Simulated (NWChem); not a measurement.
System: cyclopentasilane (Si5H10); SMILES [SiH2]1[SiH2][SiH2][SiH2][SiH2]1

```xyz
15

Si     1.7214     0.9241    -0.3445
Si    -0.3423     1.9472     0.1939
Si    -1.9783     0.2362     0.0172
Si    -0.7944    -1.8054    -0.2263
Si     1.4429    -1.3135     0.3588
H      1.9130     0.9487    -1.8246
H      2.8908     1.6047     0.2816
H     -0.6487     3.1138    -0.6827
H     -0.2962     2.4378     1.6025
H     -2.8732     0.4678    -1.1532
H     -2.8330     0.2097     1.2393
H     -0.8428    -2.2314    -1.6558
H     -1.3801    -2.9034     0.5951
H      1.5920    -1.3810     1.8425
H      2.4278    -2.2552    -0.2460
```
Atoms are numbered in this order, from 1.

Program: NWChem. Pople sets run with spherical d functions. Geometry: optimised at B3LYP/6-31G* (spherical d). B3LYP is NWChem's, with the RPA form of VWN correlation. GIAO values for the isolated, static molecule; σ is the absolute isotropic shielding, δ = σ(reference) − σ with the isolated reference molecule computed at the same levels (1H: tetramethylsilane, 29Si: tetramethylsilane).

```
level                δ Si1 (ppm)  δ Si4 (ppm)  δ H6 (ppm)  δ H9 (ppm)  δ H11 (ppm)  δ H12 (ppm)  δ H13 (ppm)
-------------------  -----------  -----------  ----------  ----------  -----------  -----------  -----------
PBE/pcSseg-1              -110.6       -112.9        3.58        3.65         3.73         3.64         3.85
Hartree-Fock/6-31G*        -75.4        -77.7        3.43        3.49         3.52         3.48         3.60
BHandHLYP/pcSseg-1        -103.0       -105.1        3.26        3.33         3.41         3.32         3.53
B3LYP/6-31G*               -69.3        -71.1        3.51        3.58         3.60         3.57         3.68
```
